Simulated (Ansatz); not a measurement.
```yaml
crystal:
  periodic: [false, false, false]
  atoms:
    - {symbol: N, position_ang: [-2.054379, 3.663930, -3.783998]}
    - {symbol: Al, position_ang: [1.024823, 1.501660, -2.795715]}
    - {symbol: O, position_ang: [0.763766, -0.570742, 0.285823]}
    - {symbol: Si, position_ang: [1.476916, -2.817400, 2.968416]}
    - {symbol: H, position_ang: [-2.154254, 4.978719, -5.562826]}
    - {symbol: H, position_ang: [-3.950821, 3.742338, -2.634083]}
    - {symbol: H, position_ang: [1.232881, -1.257287, 5.835069]}
    - {symbol: H, position_ang: [4.505172, -4.037853, 2.704330]}
    - {symbol: H, position_ang: [-0.649403, -5.305227, 2.945582]}
basis:
  gaussian: {orbitals: def2-SVP, fitting: {mean_field: cc-pVTZ-jkfit}, point_charges: [{charge: 1.00, position_ang: [6.893, -0.879, 0.658]}]}
magnetization: {spin_polarized: true, initial_magnetization: 1}
hamiltonian: {xc: {name: PBE0-DH}}
output: {forces: true}
```

```sh
$ ansatz run in.yaml --threads 4 --pin off --events-out ev --progress --plain --max-ram 10444MiB
```

It prints (some lines left out):

```
Functional definition: PBE0-DH
550 factors; integrals over basis functions are off by at most 1.6e-1 eV
mean field evaluation 1: about -18004.0266 eV, gradient 6.0e1 eV
mean field evaluation 2: about -18004.0270 eV, gradient 6.0e1 eV
mean field evaluation 4: about -17900.1892 eV, gradient 9.0e1 eV
mean field evaluation 8: about -18035.9577 eV, gradient 8.3e0 eV
mean field evaluation 16: about -18045.8438 eV, gradient 6.4e-2 eV
mean field evaluation 64: about -18045.6454 eV, gradient 4.0e-4 eV
mean field evaluation 192: about -18045.0669 eV, gradient 5.9e-3 eV
mean field -18045.84629698 eV, -663.1726195001 hartree, gradient 2.5e-6 eV, S^2 6.006333; 12 other end points of the search recorded, 0 dependent functions left out
12 core orbitals not correlated: weight in the atoms' cores, before any rotation towards them, 1.000 or more for the frozen orbitals, at most 0.000 for the correlated occupied ones
reference -18045.84634468 eV, -663.1726212529 hartree; 12, 11 occupied and 65, 66 virtual orbitals, 550 factors
second order -9.37532890 eV of doubles, -0.00000000 eV of singles
Total energy: -18047.01826079 eV, -663.2156883757 hartree
Atom 0 at    -2.054379     3.663930    -3.783998 Å, force    -0.366176     0.270291    -0.135024 eV/Å
Atom 1 at     1.024823     1.501660    -2.795715 Å, force    -0.167201    -0.303967     0.503146 eV/Å
Atom 2 at     0.763766    -0.570742     0.285823 Å, force     0.181615     0.215705    -0.370571 eV/Å
Atom 3 at     1.476916    -2.817400     2.968416 Å, force     0.156299    -0.067427     0.023954 eV/Å
Atom 4 at    -2.154254     4.978719    -5.562826 Å, force     0.010180    -0.304440     0.419784 eV/Å
Atom 5 at    -3.950821     3.742338    -2.634083 Å, force     0.420942    -0.008648    -0.268318 eV/Å
Atom 6 at     1.232881    -1.257287     5.835069 Å, force     0.017924    -0.090994    -0.207935 eV/Å
Atom 7 at     4.505172    -4.037853     2.704330 Å, force    -0.311208     0.181710    -0.013061 eV/Å
Atom 8 at    -0.649403    -5.305227     2.945582 Å, force     0.134018     0.166818    -0.012464 eV/Å
Dipole moment:    -0.329601     0.803277    -1.045105 e Å
```

In this input the geometry is stretched to more than twice its size. Self-consistency was reached. The result belongs to that input, not to the molecule as meant.
